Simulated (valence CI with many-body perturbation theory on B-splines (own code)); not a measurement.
**Tb XXVII in brief**

Method: relativistic CI+MBPT: three valence electrons over a frozen Dirac-Fock core [Kr], a basis of 7 s, 7 p, 8 d, 6 f, 4 g, 1 h functions for each j, with the one-electron correlation potential Σ1, the two-electron term Σ2, the three-electron term Σ3, Breit, model QED; selected CI, second order for the rest, scaled by the run's own slope (own B-spline code, finite nucleus).

The last digits are not significant, and no measured levels were compared; by estimate large intervals hold to a few tenths of a per cent, small ones and those within an open d or f shell to about a per cent. The list stops below the first excitations out of the core.

Levels are named by their leading jj configuration (3d3/2^4 stands for four electrons in 3d with j = 3/2), which in mixed levels can hold well under half, so a name can repeat and another be missing.

Rates and lifetimes use the calculated energies. Strong lines usually hold to 10 to 20 %, long lifetimes can be off by a factor of two.

Problem. What is the ground level?

Solution. (4d3/2^3) J=3/2, composition 62 % 4d3 4F + 29 % 4d3 2D + 7 % 4d3 2P, g = 0.613.

Problem. What is the ionisation energy?

Solution. 910.2 eV; NIST lists 909 ± 4 eV (theoretical).

Problem. How well does LS coupling describe the low levels?

Solution. Among the lowest 19 levels the leading LS term, summed over configurations, holds 63 % on average. For single configurations the figures are 63 % in LS and 86 % in jj coupling. Terms mix most in the J = 3/2 level at 146640 cm⁻¹, where the leading one holds 42 %.

Problem. Name the longest-lived excited levels whose lifetime is computed, and their main decay.

Solution. (4d3/2^2 4d5/2) J=9/2 at 77596 cm⁻¹ lives 644 ms, mostly by M1 to (4d3/2^2 4d5/2) J=7/2.
